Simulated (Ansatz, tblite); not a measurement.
Removing and adding an electron: the cluster GaCl3 (the lowest singlet isomer of a short search). Total charge 0; singlet. Geometry: PBE0-D4/def2-SVP. Ansatz, gas phase; energy differences of separate SCF runs; the oxidised species was run as a doublet alone; the reduced species was run as a doublet alone.

| atom | x (Å) | y (Å) | z (Å) |
| --- | --- | --- | --- |
| Ga1 | 0.000 | 0.000 | 0.000 |
| Cl2 | 0.998 | -1.403 | -1.238 |
| Cl3 | -1.144 | 1.558 | -0.872 |
| Cl4 | 0.145 | -0.155 | 2.111 |

The xTB rows come from tblite. The structure comes from a short search, and lower isomers may exist.

```
              level  −HOMO (eV)  vertical IE (eV)  −LUMO (eV)  vertical EA (eV)  HOMO–LUMO gap (eV)  IE − EA (eV)                       remarks
           GFN2-xTB       12.40             15.21        8.56              5.89                3.83          9.32                             –
   PBE-D4/def2-TZVP        8.01             10.90        2.98                 –                5.03             –                             –
r2SCAN-D4/def2-TZVP        8.40             11.19        2.72                 –                5.68             –                             –
 PBE0-D4/def2-TZVPD        9.50                 –        2.17              0.57                7.33             –  HOMO above zero (-1 doublet)
```

Task: Estimate the rows for GFN1-xTB, PBE-D4/def2-TZVPD, r2SCAN-D4/def2-TZVPD, PBE0-D4/def2-TZVP.

Result: 
```tsv
level	−HOMO (eV)	vertical IE (eV)	−LUMO (eV)	vertical EA (eV)	HOMO–LUMO gap (eV)	IE − EA (eV)	remarks
GFN1-xTB	12.87	15.24	7.06	4.51	5.81	10.73	–
PBE-D4/def2-TZVPD	8.08	–	3.10	0.72	4.98	–	HOMO above zero (-1 doublet)
r2SCAN-D4/def2-TZVPD	8.43	–	2.79	0.55	5.64	–	HOMO above zero (-1 doublet)
PBE0-D4/def2-TZVP	9.46	11.50	2.04	–	7.42	–	–
```

   A HOMO above zero means that the electron is unbound at that level or that self-interaction error raises the level; the energy of removing that electron tells which. Raw xTB energy differences between charge states are shifted by several eV; the methods need an empirical correction for them.
